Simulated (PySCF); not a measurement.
Li⁺ (lithium, charge +1) across methods

1s2, closed-shell 1S. Computed with PySCF 2.14 in aug-cc-pCVQZ (9s8p6d4f2g, 109 functions), with the non-relativistic Hamiltonian (point nucleus).

```tsv
method	E (hartree)	mean ε 1s (eV)	Σ⟨r²⟩ (bohr²)	⟨S²⟩
LC-wPBE	-7.2667	-66.312	0.9218	0.000
PBE	-7.2567	-60.409	0.9196	0.000
wB97X-V	-7.2786	-66.899	0.9098	0.000
wB97X	-7.2868	-66.735	0.8977	0.000
UHF	-7.23638	-75.984	0.8906	0.000
LDA	-7.1428	-59.600	0.9365	0.000
PBE0	-7.2624	-64.484	0.9104	0.000
```

Estimate the same row for r2SCAN.

E (hartree) = -7.2816; mean ε 1s (eV) = -61.919; Σ⟨r²⟩ (bohr²) = 0.9040; ⟨S²⟩ = 0.000.
